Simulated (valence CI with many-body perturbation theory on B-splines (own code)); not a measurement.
**Cr IV: calculation against measured levels**

Calculated by configuration interaction combined with many-body perturbation theory (CI+MBPT): three valence electrons over a frozen Dirac-Fock core [Ar], radial functions for each j: 7 s, 7 p, 8 d, 6 f, 4 g, 1 h, with the one-electron correlation potential Σ1 (screened to all orders), the two-electron term Σ2, the three-electron term Σ3, Breit, model QED; selected single and double excitations, second order for the rest, scaled by the run's own slope (own B-spline code, finite nucleus).

Set against measurement, 66 paired levels are off by 1294 cm⁻¹ on average, the worst by 2161. These come from a selection out of Sugar and Corliss, J. Phys. Chem. Ref. Data 6, 317 (1977). Levels without a partner in it may be off by more, other configurations by 1,000 to 8,000 cm⁻¹. The list stops below the first excitations out of the core.

Measured levels: Sugar and Corliss, J. Phys. Chem. Ref. Data 6, 317 (1977). Pairs share parity and J, and are chosen by configuration, term and nearness in energy; levels without a clear partner are left out. Energies in cm⁻¹ above the measured ground level.

Names give the largest LS component (configuration and term), which can be under half, so a name can repeat, a term be missing and a line seem to break the LS rules; names also repeat where a configuration has a term twice. Letters in brackets count levels of one name in rising energy.

```tsv
Computed label	Label in the source	Measured	Computed	Difference
3d3 4F_3/2	3d3 4F	0	0.0	0
3d3 4F_5/2	3d3 4F	235.8	233.7	-2
3d3 4F_7/2	3d3 4F	555.6	548.5	-7
3d3 4F_9/2	3d3 4F	945.6	934.5	-11
3d3 4P_1/2	3d3 4P	14059	14608.7	+550
3d3 4P_3/2	3d3 4P	14177.1	14724.7	+548
3d3 4P_5/2	3d3 4P	14471.3	15016.2	+545
3d3 2G_7/2	3d3 2G	15051.8	14874.2	-178
3d3 2G_9/2	3d3 2G	15401.6	15216.0	-186
3d3 2P_1/2	3d3 2P	19519.2	20105.2	+586
3d3 2D_3/2 [a]	3d3 2D2	20649.9	21250.0	+600
3d3 2D_5/2 [a]	3d3 2D2	20664.3	21274.7	+610
3d3 2H_9/2	3d3 2H	21065.9	20404.7	-661
3d3 2H_11/2	3d3 2H	21320.7	20655.4	-665
3d3 2F_7/2	3d3 2F	34362.8	34649.0	+286
3d3 2F_5/2	3d3 2F	34555.7	34838.6	+283
3d3 2D_5/2 [b]	3d3 2D1	52975.3	53926.2	+951
3d3 2D_3/2 [b]	3d3 2D1	53142	54086.7	+945
3d2 4s 4F_3/2	3d2(3F) 4s 4F	103994.7	102146.9	-1848
3d2 4s 4F_5/2	3d2(3F) 4s 4F	104257.1	102407.5	-1850
3d2 4s 4F_7/2	3d2(3F) 4s 4F	104628.6	102777.5	-1851
3d2 4s 4F_9/2	3d2(3F) 4s 4F	105104.1	103252.0	-1852
3d2 4s 2F_5/2	3d2(3F) 4s 2F	109940.2	108089.1	-1851
3d2 4s 2F_7/2	3d2(3F) 4s 2F	110690.4	108836.2	-1854
3d2 4s 2D_5/2	3d2(1D) 4s 2D	118570	117302.3	-1268
3d2 4s 2D_3/2	3d2(1D) 4s 2D	118726.5	117435.7	-1291
3d2 4s 4P_1/2	3d2(3P) 4s 4P	119013.3	117933.9	-1079
3d2 4s 4P_3/2	3d2(3P) 4s 4P	119250.6	118145.8	-1105
3d2 4s 4P_5/2	3d2(3P) 4s 4P	119670	118540.2	-1130
3d2 4s 2P_1/2	3d2(3P) 4s 2P	124409.2	123436.5	-973
3d2 4s 2P_3/2	3d2(3P) 4s 2P	124732.9	123757.8	-975
3d2 4s 2G_9/2	3d2(1G) 4s 2G	127193.9	125271.9	-1922
3d2 4s 2G_7/2	3d2(1G) 4s 2G	127206.3	125284.7	-1922
3d2 4p 4G°_5/2	3d2(3F) 4p 4G°	157359.5	155485.9	-1874
3d2 4p 4G°_7/2	3d2(3F) 4p 4G°	157931.1	156050.9	-1880
3d2 4p 4F°_3/2	3d2(3F) 4p 4F°	158525.9	156615.1	-1911
3d2 4p 4G°_9/2	3d2(3F) 4p 4G°	158627.5	156740.4	-1887
3d2 4p 4F°_5/2	3d2(3F) 4p 4F°	158891.2	156978.0	-1913
3d2 4p 4F°_7/2	3d2(3F) 4p 4F°	159350.5	157434.0	-1916
3d2 4p 4G°_11/2	3d2(3F) 4p 4G°	159448	157552.9	-1895
3d2 4p 4F°_9/2	3d2(3F) 4p 4F°	159862.1	157943.3	-1919
3d2 4p 2F°_5/2 [a]	3d2(3F) 4p 2F°	160303.9	158390.3	-1914
3d2 4p 2F°_7/2 [a]	3d2(3F) 4p 2F°	160935.8	159007.7	-1928
3d2 4p 2D°_3/2 [a]	3d2(3F) 4p 2D°	160985	159146.4	-1839
3d2 4p 4D°_1/2 [a]	3d2(3F) 4p 4D°	161353.4	159505.4	-1848
3d2 4p 4D°_5/2 [a]	3d2(3F) 4p 4D°	161493.9	159633.8	-1860
3d2 4p 4D°_3/2 [a]	3d2(3F) 4p 4D°	161754.8	159913.0	-1842
3d2 4p 4D°_7/2 [a]	3d2(3F) 4p 4D°	162063.3	160201.2	-1862
3d2 4p 2D°_5/2 [a]	3d2(3F) 4p 2D°	162299.6	160466.6	-1833
3d2 4p 2G°_7/2 [a]	3d2(3F) 4p 2G°	164908.6	162761.8	-2147
3d2 4p 2G°_9/2 [a]	3d2(3F) 4p 2G°	165428.9	163281.3	-2148
3d2 4p 2S°_1/2	3d2(3P) 4p 2S°	167895.1	166708.1	-1187
3d2 4p 4S°_3/2	3d2(3P) 4p 4S°	171079.7	169733.4	-1346
3d2 4p 2P°_3/2 [a]	3d2(1D) 4p 2P°	172182.1	170754.6	-1428
3d2 4p 2F°_5/2 [b]	3d2(1D) 4p 2F°	172634.7	171087.7	-1547
3d2 4p 2P°_1/2 [a]	3d2(1D) 4p 2P°	172821.6	171360.3	-1461
3d2 4p 2F°_7/2 [b]	3d2(1D) 4p 2F°	173364.4	171824.3	-1540
3d2 4p 4D°_1/2 [b]	3d2(3P) 4p 4D°	173430.6	172337.3	-1093
3d2 4p 4D°_3/2 [b]	3d2(3P) 4p 4D°	173657.9	172543.9	-1114
3d2 4p 4D°_5/2 [b]	3d2(3P) 4p 4D°	174094.8	172958.9	-1136
```

The table shows the lowest 60 pairs. Over 66 excited levels the mean absolute difference is 1294 cm⁻¹, the median 1318 and the largest 2161. The comparison draws on a selection of the measured levels: 67 of the 157 computed ones have a partner in it, and others may be off by more.
